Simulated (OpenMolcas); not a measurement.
Mn4+ with 6 ligands (fluoride) in octahedral coordination (Oh). A charge of +0.333 e stands 2.6 Å behind each ligand. Ligand basis ANO-RCC-VDZP.

| Property | Result |
| --- | --- |
| Program | OpenMolcas |
| Method | CASSCF |
| Basis | ANO-RCC-VTZP [6s5p3d2f1g] |
| Scalar Hamiltonian | DKH2, point nucleus |
| Active space | 3 electrons in 5 orbitals (3d) |
| State averaging | 2S+1 = 4 even, 10 roots; 2S+1 = 2 even, 40 roots |
| Spin-orbit coupling | state interaction with AMFI integrals over the reference wave functions |

All ligands move together. At R = 1.84 Å the first state of the same spin is 19328 cm-1, and at R = 1.89 Å it is 17536 cm-1.

**Question.** A third run gives 20565 cm-1. What distance was it run at?

**Answer.** With a power law R^-n the two known points give n = -ln(17536 / 19328) / ln(1.89 / 1.84) = 3.63. Then R = 1.84 × (19328 / 20565)^(1/3.63) = 1.809 Å. The run was at 1.81 Å, so the estimate is off by -0.001 Å.

Without dynamic correlation the repulsion within the d shell is too large (B by tens of per cent), so at a given field states of lower spin stand too high. The least metal-like active orbital is 81 % on the metal (Löwdin) and no ligand orbital is active, so the numbers are rough. Ligand-to-metal charge-transfer states are missing. With no ligand orbital active B as a rule stays too high, so bands that hang on it stand too high and its fall with covalency is understated. With metal d orbitals alone and no dynamic correlation the field as a rule comes out too small, by tens of per cent, by up to half for chloride and softer ligands. No measured value stands beside these numbers; the geometry was imposed, not optimised, and the real ion may take another.
